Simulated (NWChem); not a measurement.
System: BH$_{2}$SOF; SMILES OB(F)S

Input file for NWChem:

```
start job
memory heap 200 mb stack 900 mb global 1100 mb
geometry units angstroms noautosym nocenter noautoz
  B      0.013758    -0.457589     0.000000
  F     -1.118845    -1.169069     0.000000
  O      1.222669    -1.072195     0.000000
  H      1.132478    -2.038481     0.000000
  S     -0.121722     1.361178     0.000000
  H      1.206721     1.594554     0.000000
end
basis spherical
  B library pcsseg-1
  F library pcsseg-1
  O library pcsseg-1
  H library pcsseg-1
  S library pcsseg-1
end
dft
  xc xpbe96 cpbe96
  iterations 150
end
property
  shielding
end
task dft property
```

Parts of the log:

```
             Northwest Computational Chemistry Package (NWChem) 7.3.0
             --------------------------------------------------------

                             Geometry "geometry" -> ""
                             -------------------------

 Output coordinates in angstroms (scale by  1.889725989 to convert to a.u.)

  No.       Tag          Charge          X              Y              Z
 ---- ---------------- ---------- -------------- -------------- --------------
    1 B                    5.0000     0.01375800    -0.45758900     0.00000000
    2 F                    9.0000    -1.11884500    -1.16906900     0.00000000
    3 O                    8.0000     1.22266900    -1.07219500     0.00000000
    4 H                    1.0000     1.13247800    -2.03848100     0.00000000
    5 S                   16.0000    -0.12172200     1.36117800     0.00000000
    6 H                    1.0000     1.20672100     1.59455400     0.00000000

 Effective nuclear repulsion energy (a.u.)     145.7471787605

  pbe96 is a nonlocal functional; adding pw91lda local functional.
                              NWChem Property Module
                              ----------------------

  itol2e modified to match energy
  convergence criterion.

                                 NWChem DFT Module
                                 -----------------

 Summary of "ao basis" -> "ao basis" (spherical)
 ------------------------------------------------------------------------------
       Tag                 Description            Shells   Functions and Types
 ---------------- ------------------------------  ------  ---------------------
 B                          pcsseg-1                 7       17   3s3p1d
 F                          pcsseg-1                 7       17   3s3p1d
 O                          pcsseg-1                 7       17   3s3p1d
 H                          pcsseg-1                 3        5   2s1p
 S                          pcsseg-1                10       24   4s5p1d

  itol2e modified to match energy
  convergence criterion.

            General Information
            -------------------
          SCF calculation type: DFT
          Wavefunction type:  closed shell.
          No. of atoms     :     6
          No. of electrons :    40
           Alpha electrons :    20
            Beta electrons :    20
          Charge           :     0
          Spin multiplicity:     1
          Use of symmetry is: off; symmetry adaption is: off
          Maximum number of iterations: 150
          AO basis - number of functions:    85
                     number of shells:    37
          Convergence on energy requested:  1.00D-07
          Convergence on density requested:  1.00D-05
          Convergence on gradient requested:  5.00D-04

              XC Information
              --------------
          PerdewBurkeErnzerhof Exchange Functional  1.000
            Perdew 1991 LDA Correlation Functional  1.000 local
           PerdewBurkeErnz. Correlation Functional  1.000 non-local

             Grid Information
             ----------------
          Grid used for XC integration:  fine
          Radial quadrature: Mura-Knowles
          Angular quadrature: Lebedev.
          Tag              B.-S. Rad. Rad. Pts. Rad. Cut. Ang. Pts.
          ---              ---------- --------- --------- ---------
          B                   0.85       70           9.0       590
          F                   0.50       70          10.0       590
          O                   0.60       70           8.0       590
          H                   0.35       60          11.0       590
          S                   1.00      123          11.0       770
          Grid pruning is: on
          Number of quadrature shells:   453
          Spatial weights used:  Erf1

      Superposition of Atomic Density Guess
      -------------------------------------

 Sum of atomic energies:        -597.08031395

      Non-variational initial energy
      ------------------------------

 Total energy =    -598.296985
 1-e energy   =   -1114.217074
 2-e energy   =     370.172911
 HOMO         =      -0.342398
 LUMO         =       0.071063

   convergence    iter        energy       DeltaE   RMS-Dens  Diis-err
 ---------------- ----- ----------------- --------- --------- ---------
 d= 0,ls=0.0,diis     1   -598.9319932477 -7.45D+02  1.35D-02  1.25D+00
 d= 0,ls=0.0,diis     2   -598.8274487590  1.05D-01  8.08D-03  2.44D+00
 d= 0,ls=0.0,diis     3   -599.0351010219 -2.08D-01  1.96D-03  1.17D-01
 d= 0,ls=0.0,diis     4   -599.0426064720 -7.51D-03  1.11D-03  1.26D-02
 d= 0,ls=0.0,diis     5   -599.0440499179 -1.44D-03  3.22D-04  2.34D-03
  Resetting Diis
 d= 0,ls=0.0,diis     6   -599.0442882236 -2.38D-04  8.67D-05  1.58D-04
 d= 0,ls=0.0,diis     7   -599.0443019724 -1.37D-05  5.87D-05  1.16D-05
 d= 0,ls=0.0,diis     8   -599.0442991785  2.79D-06  3.62D-05  4.17D-05
 d= 0,ls=0.0,diis     9   -599.0443031195 -3.94D-06  6.33D-06  6.02D-07
 d= 0,ls=0.0,diis    10   -599.0443031707 -5.12D-08  1.81D-06  4.38D-08

         Total DFT energy =     -599.044303170723
      One electron energy =    -1117.221821515498
           Coulomb energy =      421.640719987084
    Exchange-Corr. energy =      -49.210380402835
 Nuclear repulsion energy =      145.747178760526

 Numeric. integr. density =       40.000000212567

                       DFT Final Molecular Orbital Analysis
                       ------------------------------------

 Vector   18  Occ=2.000000D+00  E=-3.290739D-01
              MO Center=  7.0D-01, -1.0D+00, -3.3D-08, r^2= 1.6D+00
   Bfn.  Coefficient  Atom+Function         Bfn.  Coefficient  Atom+Function
  ----- ------------  ---------------      ----- ------------  ---------------
    43      0.410902  3 O  pz                46      0.393303  3 O  pz
    26     -0.224969  2 F  pz                29     -0.219466  2 F  pz
    40      0.218170  3 O  pz                23     -0.123451  2 F  pz
     9      0.108978  1 B  pz                72      0.072140  5 S  pz
     6      0.055433  1 B  pz                75      0.051340  5 S  pz

 Vector   19  Occ=2.000000D+00  E=-3.090674D-01
              MO Center= -1.6D-01,  1.1D+00,  8.1D-10, r^2= 2.2D+00
   Bfn.  Coefficient  Atom+Function         Bfn.  Coefficient  Atom+Function
  ----- ------------  ---------------      ----- ------------  ---------------
    71      0.375220  5 S  py                74      0.304963  5 S  py
    70     -0.271037  5 S  px                59      0.237230  5 S  s
    73     -0.212417  5 S  px                60      0.177373  5 S  s
     8     -0.172394  1 B  py                58     -0.162916  5 S  s
    37      0.143947  3 O  s                 81     -0.129735  6 H  s

 Vector   20  Occ=2.000000D+00  E=-2.416634D-01
              MO Center= -2.6D-02,  1.1D+00, -4.4D-09, r^2= 2.0D+00
   Bfn.  Coefficient  Atom+Function         Bfn.  Coefficient  Atom+Function
  ----- ------------  ---------------      ----- ------------  ---------------
    72      0.520991  5 S  pz                75      0.499601  5 S  pz
    46     -0.145243  3 O  pz                66     -0.135325  5 S  pz
    43     -0.134101  3 O  pz                63     -0.126209  5 S  pz
     9      0.087019  1 B  pz                29     -0.071953  2 F  pz
    40     -0.071622  3 O  pz                26     -0.067090  2 F  pz

 Vector   21  Occ=0.000000D+00  E=-9.280957D-03
              MO Center=  7.2D-01,  1.3D+00, -4.3D-08, r^2= 3.6D+00
   Bfn.  Coefficient  Atom+Function         Bfn.  Coefficient  Atom+Function
  ----- ------------  ---------------      ----- ------------  ---------------
    82      1.389877  6 H  s                 73     -0.785138  5 S  px
    60     -0.750764  5 S  s                 81      0.343305  6 H  s
    70     -0.298229  5 S  px                74     -0.258239  5 S  py
    59     -0.220306  5 S  s                 53      0.210957  4 H  s
    10     -0.180548  1 B  px                20     -0.159633  2 F  s

 Vector   22  Occ=0.000000D+00  E=-7.710313D-03
              MO Center=  3.7D-02, -3.1D-01,  2.0D-08, r^2= 2.4D+00
   Bfn.  Coefficient  Atom+Function         Bfn.  Coefficient  Atom+Function
  ----- ------------  ---------------      ----- ------------  ---------------
    12      0.579629  1 B  pz                 9      0.553024  1 B  pz
    75     -0.349094  5 S  pz                46     -0.310672  3 O  pz
    29     -0.236561  2 F  pz                 6      0.212704  1 B  pz
    43     -0.211706  3 O  pz                72     -0.195299  5 S  pz
    26     -0.182064  2 F  pz                40     -0.115607  3 O  pz

 Vector   23  Occ=0.000000D+00  E= 3.642018D-03
              MO Center=  9.3D-01, -1.7D+00,  1.3D-08, r^2= 4.0D+00
   Bfn.  Coefficient  Atom+Function         Bfn.  Coefficient  Atom+Function
  ----- ------------  ---------------      ----- ------------  ---------------
    53      1.173218  4 H  s                 37     -0.665271  3 O  s
     3      0.425300  1 B  s                 74      0.406543  5 S  py
    45      0.297522  3 O  py                52      0.210265  4 H  s
    11      0.205661  1 B  py                60     -0.184197  5 S  s
    82     -0.178921  6 H  s                 36     -0.171147  3 O  s

     Multipole analysis of the density
     ---------------------------------

     L   x y z        total         alpha         beta         nuclear
     -   - - -        -----         -----         ----         -------
     0   0 0 0     -0.000000    -20.000000    -20.000000     40.000000

     1   1 0 0      0.558702      0.116661      0.116661      0.325381
     1   0 1 0     -0.548364     -0.224856     -0.224856     -0.098653
     1   0 0 1     -0.000000     -0.000000     -0.000000      0.000000

     2   2 0 0    -23.137999    -58.354176    -58.354176     93.570353
     2   1 1 0     -0.170518      3.097004      3.097004     -6.364527
     2   1 0 1     -0.000000     -0.000000     -0.000000      0.000000
     2   0 2 0    -19.119265   -114.704537   -114.704537    210.289808
     2   0 1 1      0.000000      0.000000      0.000000      0.000000
     2   0 0 2    -22.752016    -11.376008    -11.376008      0.000000

          -----------------------------------------
          Chemical Shielding Tensors (GIAO, in ppm)
          -----------------------------------------

                                NWChem CPHF Module
                                ------------------

  scftype          =     RHF
  nclosed          =       20
  nopen            =        0
  variables        =     1300
  # of vectors     =        3
  tolerance        = 0.10D-03
  level shift      = 0.00D+00
  max iterations   =       50
  max subspace     =       30

 SCF residual:    4.9470016501168222E-005

Iterative solution of linear equations
  No. of variables     1300
  No. of equations        3
  Maximum subspace       30
        Iterations       50
       Convergence  1.0D-04

   iter   nsub   residual    time
   ----  ------  --------  ---------
     1      3    2.01D-05      35.8

      Atom:    1  B
        Diamagnetic
    203.8049     -0.0452     -0.0000
     -0.0452    206.9225      0.0000
     -0.0000      0.0000    181.3939

        Paramagnetic
   -159.5472    -11.0192      0.0000
    -11.0192   -133.3691     -0.0000
      0.0000     -0.0000   -104.9702

        Total Shielding Tensor
     44.2576    -11.0644      0.0000
    -11.0644     73.5534      0.0000
      0.0000      0.0000     76.4236

           isotropic =      64.7449
          anisotropy =      18.7765

          Principal Components and Axis System
                 1           2           3
               77.2626     76.4236     40.5485

      1        -0.3178      0.0000      0.9481
      2         0.9481     -0.0000      0.3178
      3         0.0000      1.0000     -0.0000

      Atom:    2  F
        Diamagnetic
    482.2875     13.4323      0.0000
     13.4323    470.3091      0.0000
      0.0000      0.0000    461.6210

        Paramagnetic
   -300.5883     68.3001     -0.0000
     68.3001   -281.3470      0.0000
     -0.0000      0.0000   -107.5496

        Total Shielding Tensor
    181.6992     81.7325     -0.0000
     81.7325    188.9622      0.0000
     -0.0000      0.0000    354.0714

           isotropic =     241.5776
          anisotropy =     168.7407

          Principal Components and Axis System
                 1           2           3
              354.0714    267.1438    103.5176

      1        -0.0000      0.6912      0.7226
      2         0.0000      0.7226     -0.6912
      3         1.0000     -0.0000      0.0000

      Atom:    3  O
        Diamagnetic
    393.2043    -11.1003     -0.0000
    -11.1003    399.5447      0.0000
     -0.0000      0.0000    371.5223

        Paramagnetic
   -191.0501    -61.4094     -0.0000
    -61.4094   -245.8599      0.0000
     -0.0000      0.0000   -133.5223

        Total Shielding Tensor
    202.1542    -72.5097     -0.0000
    -72.5097    153.6848      0.0000
     -0.0000      0.0000    238.0000

           isotropic =     197.9464
          anisotropy =      84.6384

          Principal Components and Axis System
                 1           2           3
              254.3720    238.0000    101.4671

      1         0.8115      0.0000      0.5844
      2        -0.5844     -0.0000      0.8115
      3        -0.0000      1.0000      0.0000

      Atom:    4  H
        Diamagnetic
     24.8669     -3.1481     -0.0000
     -3.1481     44.6719      0.0000
     -0.0000      0.0000     19.2809

        Paramagnetic
     -1.8434     -0.4135      0.0000
     -0.4135     -8.3128     -0.0000
      0.0000     -0.0000      2.3397

        Total Shielding Tensor
     23.0234     -3.5615      0.0000
     -3.5615     36.3591      0.0000
      0.0000      0.0000     21.6206

           isotropic =      27.0010
          anisotropy =      15.3744

          Principal Components and Axis System
                 1           2           3
               37.2507     22.1319     21.6206

      1        -0.2428      0.9701     -0.0000
      2         0.9701      0.2428     -0.0000
      3         0.0000      0.0000      1.0000

      Atom:    5  S
        Diamagnetic
   1057.6908      0.7270      0.0000
      0.7270   1061.5221     -0.0000
      0.0000     -0.0000   1053.5285

        Paramagnetic
   -450.6595     98.8814      0.0000
     98.8814   -332.0379      0.0000
      0.0000      0.0000   -429.8763

        Total Shielding Tensor
    607.0314     99.6084      0.0000
     99.6084    729.4842      0.0000
      0.0000      0.0000    623.6522

           isotropic =     653.3893
          anisotropy =     197.6841

          Principal Components and Axis System
                 1           2           3
              785.1787    623.6522    551.3369

      1         0.4880      0.0000      0.8728
      2         0.8728     -0.0000     -0.4880
      3         0.0000      1.0000     -0.0000

      Atom:    6  H
        Diamagnetic
     41.6656      5.1891      0.0000
      5.1891     26.5799      0.0000
      0.0000      0.0000     19.8835

        Paramagnetic
     -4.2986     -1.3710      0.0000
     -1.3710      2.1150     -0.0000
      0.0000     -0.0000      2.9756

        Total Shielding Tensor
     37.3669      3.8180      0.0000
      3.8180     28.6949      0.0000
      0.0000      0.0000     22.8591

           isotropic =      29.6403
          anisotropy =      13.7520

          Principal Components and Axis System
                 1           2           3
               38.8083     27.2535     22.8591

      1         0.9356     -0.3532     -0.0000
      2         0.3532      0.9356      0.0000
      3         0.0000     -0.0000      1.0000
```

Level: PBE/pcSseg-1, GIAO. Geometry: optimised at B3LYP/6-31G* (spherical d). The printed shielding anisotropy is the first printed principal value minus the mean of the other two.
